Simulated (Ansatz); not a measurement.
Born–Oppenheimer molecular dynamics of CH5As (7 atoms, charge 0, multiplicity 1). It starts at the highest image of a converged band. Of that band: Neighbouring images differ by up to 1.7 eV, so the band resolves the path poorly. A vibrational analysis at the climbing image gives one clearly imaginary mode, 1019i cm⁻¹: a first-order saddle point.

Theory: RKS r2SCAN-D4/def2-TZVP in Ansatz 0.2.0.

```
ensemble                      : NVE (velocity Verlet)
time step                     : 0.5 fs
steps asked                   : 200
starting velocities drawn for : 300 K
seed                          : 9191
```

First frame:

```xyz
7
Properties=species:S:1:pos:R:3
C -0.551 -0.787 -0.317
As 0.493 0.550 0.407
H -0.285 -1.762 0.068
H 1.346 -0.545 -0.351
H -1.545 -0.669 -0.737
H -0.071 1.530 1.524
H 0.675 1.614 -0.641
```

**Question.** How far do the bonds stretch over the last three quarters of this one trajectory? (Pairs bonded in most of those frames.)

**Answer.** 
```csv
bond,mean (Å),spread (Å),shortest,longest
C1–As2,2.124,0.207,1.77,2.40
C1–H3,1.098,0.022,1.05,1.14
C1–H4,1.199,0.176,0.88,1.53
C1–H5,1.120,0.073,0.98,1.24
As2–H6,1.591,0.099,1.40,1.80
As2–H7,1.535,0.032,1.48,1.58
```

Mean temperature of the second half: 3140 K. The conserved energy stayed within 3.8 meV per atom of its start (net change 0.16 meV per atom), so there is no drift, though single steps change it by up to 28 meV in the whole system, a sign of fast motions only just resolved. The kinetic energy rose, since the run started high on the potential surface and went downhill. A run of 0.1 ps of so small a system gives no equilibrium averages. The orbitals stay closed-shell, which can raise the energy where a bond breaks towards radicals; this wasn't checked here.

Time of the run: 2.3 min on 2 threads of AMD EPYC 9R45 (Zen 5) (shared host), peak memory 0.2 GiB.
